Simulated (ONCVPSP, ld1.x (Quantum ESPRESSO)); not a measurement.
Potentials for tellurium (Te) compared

Generated with ld1.x 7.5 (TM, RRKJ, ultrasoft, PAW), atompaw 4.2 or ONCVPSP 4.0.1. The cutoff is in Ry: for ld1.x and atompaw files where the sum of valence levels is converged to 10 mRy in a Bessel basis, for ONCV files where the hardest occupied wave has 1 mHa per electron of residual kinetic energy. The error is the largest all-electron minus pseudo excitation energy over each file’s own four to seven test configurations (ionisations up to +4, promotions, holes and added fractions of an electron), all of which were solved. The labels leave out finer settings (local radius, basis sizes, second energies), which also bear on the numbers. Spin-polarised tests are not counted. The rows are a selection from randomly drawn settings: files with unsolved tests, undetermined cutoffs or missed reference levels are left out.

A true bound ghost makes a file unfit for plane-wave use even where its test errors are small: the radial tests pick states by their node count and pass the ghost by.

```csv
potential,cutoff (Ry),largest error (meV),bound ghosts
"TM, PBEsol, scalar-relativistic, rc 1.65/2.25/2.10 (spd), local s, core correction yes, reference 5s2 5p4",30,-223,d
"ONCV, PBE, scalar-relativistic, rc 1.40/2.05/2.10 (spd), local smoothed, core correction no, reference 5s2 5p4, qcut 3.8/4.2/3.9, projectors 2/2/2",107,-67,s
"ONCV, PBE, scalar-relativistic, rc 1.25/1.15/0.90 (spd), local d, core correction yes, reference 4s2 4p6 4d10 5s2 5p2.5, qcut 7.4/14.6/9.9, projectors 3/2/0",126,+3.6,none
"ONCV, PBE, scalar-relativistic, rc 1.10/1.30/1.10 (spd), local smoothed, core correction no, reference 4s2 4p6 4d10 5s2 5p4, qcut 8.9/13.1/14.8, projectors 2/2/2",110,-12,none
"ONCV, PBE, scalar-relativistic, rc 1.60/1.65/1.55 (spd), local smoothed, core correction yes, reference 4d10 5s2 5p3, qcut 3.2/4.6/9, projectors 2/1/2",75,-8.2,"s, p"
```

Task: Fill in the row for Te: TM, LDA (PZ), scalar-relativistic, rc 1.50/2.10 (sp), local p, core correction yes, reference 5s2 5p2.5.

Result: cutoff 55 Ry, largest error -107 meV, bound ghosts: none.
